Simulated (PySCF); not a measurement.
B(OMe)(SH)2 (CH5BOS2), SMILES COB(S)S.

Coordinates come from a PBE0-D3(BJ)/def2-SVP optimisation. The structure was generated by enumeration, and PubChem lists no compound with its InChIKey, so it may never have been made. The values are those of a single conformer.

All values below come from B3LYP/def2-TZVP in PySCF.

Gas-phase values at a fixed geometry.

Computed frontier levels, gap, dipole moment and polarisability:
```
Quantity                                                                                                       Result
---------------------------------------------------------------------------------------------  ----------------------
highest occupied level                                                                                       -7.07 eV
lowest empty level                                                                                           -0.14 eV
orbital gap                                                                                                   6.93 eV
dipole moment                                                                                                  1.32 D
quadrupole, principal values (traceless, Buckingham form, about the centre of nuclear charge)  -4.61, -1.20, 5.81 D·Å
mean static polarisability                                                                      68.4 bohr³ (10.14 Å³)
polarisability, principal values                                                               50.8, 72.6, 81.8 bohr³
```
